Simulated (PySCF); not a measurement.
Task: Give a PBE0-D3(BJ)/def2-SVP geometry of `C[Te]C1CCC1`.

Result: 
```
atom  x, y, z in Å
C1     2.5296   -0.1165    0.5837
Te2    1.7676    0.2861   -1.3869
C3    -0.3093    0.1998   -0.8061
C4    -0.8587    1.0915    0.3195
C5    -1.8090   -0.0659    0.6879
C6    -0.8810   -1.0294   -0.0802
H7     2.2245    0.6733    1.2822
H8     2.1840   -1.0977    0.9343
H9     3.6255   -0.1270    0.5087
H10   -0.8521    0.3818   -1.7472
H11   -1.2898    2.0620    0.0327
H12   -0.1123    1.2653    1.1103
H13   -2.7841    0.0383    0.1880
H14   -1.9810   -0.2657    1.7563
H15   -1.3315   -1.8189   -0.6997
H16   -0.1413   -1.4940    0.5901
```

Orientation and origin are arbitrary. Atoms count from 1 in this order. The 4-membered ring C3–C4–C5–C6 has internal angles of 87.7° to 89.2°; it is puckered, 0.13 Å rms from its mean plane, widest ring torsion 19°. Of the pairs four or more bonds apart, H8···H16 is among the closest relative to their van der Waals radii: 2.38 Å, 99 % of the sum of Bondi's values.

Bonds between heavy atoms (Å): C1–Te2 2.151, Te2–C3 2.158, C3–C4 1.537, C4–C5 1.542, C5–C6 1.543, C3–C6 1.538.

Method used: PySCF 2.14.0, PBE0-D3(BJ)/def2-SVP geometry optimisation, gas phase, def2 core potentials past Kr.

Point group: Cs (every atom within 0.08 Å of its image). Not checked by PBE0-D3(BJ)/def2-SVP frequencies. The numbers are those of one conformer (C1–Te2–C3–C4 56°, Te2–C3–C4–C5 -146°, C3–C4–C5–C6 19°, C4–C5–C6–C3 -19°, Te2–C3–C6–C5 146°).
